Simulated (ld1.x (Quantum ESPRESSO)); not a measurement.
# chlorine: one change to a TM potential, before and after

- Element: Cl
- Generator: ld1.x (Quantum ESPRESSO) 7.5
- Type: norm-conserving Troullier–Martins (Kleinman–Bylander form)
- Functional: PW91
- Relativity: scalar-relativistic
- Frozen core: [Ne]
- Valence charge: 7
- Reference configuration: 3s2 3p5
- Partial waves: 3s (bound): rc 0.95 bohr; 3p (bound): rc 1.45 bohr
- Local potential: the p channel
- Core correction: none

All-electron outer shells of the reference configuration (PW91, scalar-relativistic, ld1.x):

```json
{"shell": "2s", "level (eV)": "-252.79", "outermost node (bohr)": "0.12", "outermost maximum (bohr)": "0.36"}
{"shell": "2p", "level (eV)": "-191.85", "outermost node (bohr)": "–", "outermost maximum (bohr)": "0.30"}
{"shell": "3s", "level (eV)": "-20.74", "outermost node (bohr)": "0.55", "outermost maximum (bohr)": "1.27"}
{"shell": "3p", "level (eV)": "-8.65", "outermost node (bohr)": "0.53", "outermost maximum (bohr)": "1.43"}
```

Change: wave 3p (bound): rc 1.45 bohr becomes 3p (bound): rc 2.04 bohr.

Cutoffs: the cutoffs (Ry, on a coarse ladder) from which the occupation-weighted sum of valence levels, in a spherical-Bessel basis at the reference potential, stays within 10 and 1 mRy of its value at 400 Ry; they do not see the model core or the augmentation charge, which bear on the density cutoff. Errors are all-electron minus pseudo energies relative to the spin-unpolarised reference configuration.

Task: How do hardness, ghosts and transferability respond?

Result: The potential gets neither clearly harder nor softer (140 Ry and 260 Ry → 140 Ry and 260 Ry); of the 7 tests that both files solve, the error grows in 2 and shrinks in 0 by more than 15 % and 0.3 meV (median size 24.6 → 30.2 meV); neither file shows a bound ghost.

| quantity | base | changed |
| --- | --- | --- |
| cutoff, loose | 140 Ry | 140 Ry |
| cutoff, tight | 260 Ry | 260 Ry |
| bound ghosts | none | none |
| error for 3s2 3p4, meV [ΔE 13.93 eV] | +3.2 | +4.5 |
| error for 3s2 3p3, meV [ΔE 39.44 eV] | +28 | +30 |
| error for 3s2 3p2, meV [ΔE 77.83 eV] | +105 | +100 |
| error for 3s1 3p5, meV [ΔE 26.64 eV] | +22 | +30 |
| error for 3s2 3p5.3, meV [ΔE -2.15 eV] | +0.4 | +0.5 |
| error for 3s1 3p6, meV [ΔE 12.15 eV] | +25 | +28 |
| error for 3s2 3p1, meV [ΔE 130.17 eV] | +294 | +252 |
